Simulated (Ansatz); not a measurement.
Mulliken charges of C₂H₃FInN, SMILES `F[C]1([InH2])C=N1` from B3LYP/def2-TZVPP in Ansatz (PBE0-D4/def2-TZVP geometry).

```json
{"atom": "F1", "x (Å)": "0.142", "y (Å)": "-1.530", "z (Å)": "-1.140", "charge (e)": "-0.240"}
{"atom": "C2", "x (Å)": "-0.188", "y (Å)": "-0.363", "z (Å)": "-0.465", "charge (e)": "-0.022"}
{"atom": "In3", "x (Å)": "1.372", "y (Å)": "0.343", "z (Å)": "0.858", "charge (e)": "0.528"}
{"atom": "C4", "x (Å)": "-1.591", "y (Å)": "-0.066", "z (Å)": "-0.471", "charge (e)": "-0.002"}
{"atom": "N5", "x (Å)": "-0.964", "y (Å)": "0.592", "z (Å)": "-1.334", "charge (e)": "-0.184"}
{"atom": "H6", "x (Å)": "2.894", "y (Å)": "-0.446", "z (Å)": "0.864", "charge (e)": "-0.127"}
{"atom": "H7", "x (Å)": "0.946", "y (Å)": "1.696", "z (Å)": "1.834", "charge (e)": "-0.134"}
{"atom": "H8", "x (Å)": "-2.611", "y (Å)": "-0.225", "z (Å)": "-0.145", "charge (e)": "0.180"}
```

Problem. By hand: the dipole of these point charges (1 e Å = 4.8032 D).

Solution. Σ q r = (-0.089, 0.236, 0.602) e Å, of length 0.653 e Å = 3.14 D.

Problem. How does the dipole of the full density compare? (Best estimate.)

Solution. Computed: (-0.188, 0.033, 0.486) e Å, 2.51 D; the point charges give 1.25 times that, at 21° from its direction.

Point charges leave out the atoms' own dipoles, such as those of lone pairs, and Mulliken's split depends on the basis, so the two needn't agree.

B3LYP here is the variant with VWN-RPA as its local correlation; programs differ in this.
